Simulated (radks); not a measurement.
The numbers below are computed, except where a source is named.
Question: Re4+, configuration [Xe] 4f14 5d3. Level of theory: Dirac Kohn-Sham, PBE, spin-unpolarised, spherical densities, point nucleus; open shells fill j = l - 1/2 first (a radial shooting solver on a logarithmic mesh with Libxc functionals). Some entries of the table are withheld. Estimate them.

orbital  occ.  eigenvalue (eV)  <r^2> (bohr^2)
1s1/2       2        -71607.80       0.0004477
2s1/2       2        -12443.21        0.006816
2p1/2       2        -11906.68        0.004859
2p3/2       4        -10466.82        0.006057
3s1/2       2        -2914.697         0.04446
3p1/2       2        -2675.584             (1)
3p3/2       4        -2362.878             (2)
3d3/2       4        -1962.037         0.03659
3d5/2       6        -1894.169         0.03838
4s1/2       2        -643.3256          0.2192
4p1/2       2        -543.6151          0.2256
4p3/2       4        -470.6682          0.2604
4d3/2       4        -307.1633          0.2821
4d5/2       6        -293.6865          0.2951
5s1/2       2        -128.8934           1.189
5p1/2       2         -98.4556           1.419
4f5/2       6         -87.8731             (3)
5p3/2       4         -87.1043           1.660
4f7/2       8         -85.3549             (4)
5d3/2       3         -46.3030             (5)
5d5/2       0         -45.0715             (6)

Answer: 
(1) 3p1/2 <r^2> (bohr^2): 0.04075
(2) 3p3/2 <r^2> (bohr^2): 0.04730
(3) 4f5/2 <r^2> (bohr^2): 0.4087
(4) 4f7/2 <r^2> (bohr^2): 0.4214
(5) 5d3/2 <r^2> (bohr^2): 2.863
(6) 5d5/2 <r^2> (bohr^2): 3.002
